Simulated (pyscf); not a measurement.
Optimised with ωB97X-D3(BJ)/def2-SVPD in PySCF. MP2 and CC: frozen core, UHF for open shells. ΔMP2 is the change of the MP2 total energy from the triple- to the quadruple-zeta basis.

For H₃C–CH₂–O⁻ → H₂C⁻–CH₂–OH, a hydrogen shift (singlet surface; C–H broken, H–O formed), PBE/def2-TZVPD gives ΔE‡ = 145.2 kJ/mol and ΔE = +101.2 kJ/mol (zero: the reactant's lowest minimum found). In which direction and how far do B3LYP-D3(BJ)/def2-TZVPD, ωB97M-D3(BJ)/def2-TZVPD, CCSD(T)/def2-TZVPPD + ΔMP2(QZVPPD) move these?

B3LYP-D3(BJ): ΔE‡ = 162.3 kJ/mol, ΔE = +102.1 kJ/mol; ωB97M-D3(BJ): ΔE‡ = 156.3 kJ/mol, ΔE = +94.3 kJ/mol; CCSD(T): ΔE‡ = 154.5 kJ/mol, ΔE = +90.8 kJ/mol. PBE's barrier lies under all of them, by 9.2 to 17.1 kJ/mol. Its reaction energy matches one of them and lies within 10.4 kJ/mol of the others. Low barriers are usual for a GGA, whose delocalisation error favours stretched bonds. On the reactant side the descent ends in a point that may be a rotor saddle (no frequency run), 15.0 kJ/mol over the lowest minimum found and 146.4 kJ/mol under the saddle at ωB97X-D3(BJ)/def2-TZVPD. One saddle was located; it need not be the lowest between these sides. The CCSD(T) − MP2 part came from Ansatz, without density fitting, on the same reference.
